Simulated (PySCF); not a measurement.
C₃H₁₄Si₃. Atoms are numbered in the order given.

```xyz
20

C     -3.3840    -1.7561    -0.6391
Si    -2.5972    -0.2318     0.1444
C     -0.7686    -0.0781    -0.3262
C     -0.0659     1.1475     0.2902
Si     1.7590     1.3174    -0.2076
Si     2.9613    -0.6108     0.4044
H     -4.4473    -1.8409    -0.3635
H     -3.3217    -1.7093    -1.7385
H     -2.8739    -2.6753    -0.3083
H     -3.3171     1.0026    -0.2992
H     -2.7066    -0.3071     1.6348
H     -0.2602    -1.0108    -0.0212
H     -0.6975    -0.0502    -1.4287
H     -0.1159     1.1075     1.3927
H     -0.5851     2.0783     0.0003
H      1.8639     1.5028    -1.6886
H      2.3749     2.5109     0.4513
H      2.7721    -0.8909     1.8609
H      4.4219    -0.4441     0.1410
H      2.4810    -1.8017    -0.3600
```
Charge 0, spin multiplicity 1.

The structure is a stationary point at B3LYP-D3(BJ)/def2-SVP. The structure was generated by enumeration, and PubChem lists no compound with its InChIKey, so it may never have been made. The values are those of a single conformer.

Method: PySCF with TDA-PBE0/def2-SVPD.

Vertical excitations. Gas-phase values at a fixed geometry.

Task: List the lowest excited states. (The exact figures need the calculation; the answer reports its results.)

Result: 
| state | energy (eV) | λ (nm) | f | main pairs |
|---|---|---|---|---|
| S1 | 6.75 | 184 | 0.022 | HOMO→LUMO 96 % |
| S2 | 7.05 | 176 | 0.019 | HOMO−1→LUMO 89 % |
| S3 | 7.10 | 175 | 0.008 | HOMO→LUMO+1 57 %, HOMO→LUMO+2 34 % |
| S4 | 7.24 | 171 | 0.049 | HOMO→LUMO+2 54 %, HOMO→LUMO+1 35 % |
| S5 | 7.36 | 168 | 0.052 | HOMO→LUMO+3 64 %, HOMO−1→LUMO+1 14 %, HOMO→LUMO+4 11 % |
| S6 | 7.48 | 166 | 0.025 | HOMO→LUMO+4 35 %, HOMO−1→LUMO+1 25 %, HOMO→LUMO+3 22 %, HOMO−1→LUMO+4 6 % |
| T1 | 6.05 | 205 | 0 | HOMO→LUMO 61 %, HOMO−1→LUMO 25 % |
| T2 | 6.29 | 197 | 0 | HOMO−1→LUMO+2 38 %, HOMO→LUMO+2 30 %, HOMO−1→LUMO+1 11 %, HOMO→LUMO+1 10 % |
Triplets are in the Tamm–Dancoff approximation.
